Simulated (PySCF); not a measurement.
A calculated (UHF, PySCF 2.14, def2-QZVPPD, no relativity, point nucleus) atom or ion has these occupied shells.

```csv
shell,electrons,orbital energy (eV),"rms radius, mean of both spins (bohr)"
1s α,1,-12565.1,0.0521
1s β,1,-12564.5,0.0521
2s α,1,-1674.8,0.216
2s β,1,-1674.3,0.216
2p α,3,-1500.8,0.191
2p β,3,-1500.3,0.191
3s α,1,-267.27,0.623
3s β,1,-265.73,0.623
3p α,3,-205.55,0.640
3p β,3,-204.23,0.640
3d α,5,-96.071,0.690
3d β,5,-95.366,0.690
4s α,1,-48.671,1.84
4p α,3,-33.143,2.10
```

Question: Name the element and its charge.

Answer: Se²⁺ (selenium, charge +2), in [Ar] 3d10 4s1 4p3, high-spin 5S determinant (an excited configuration).
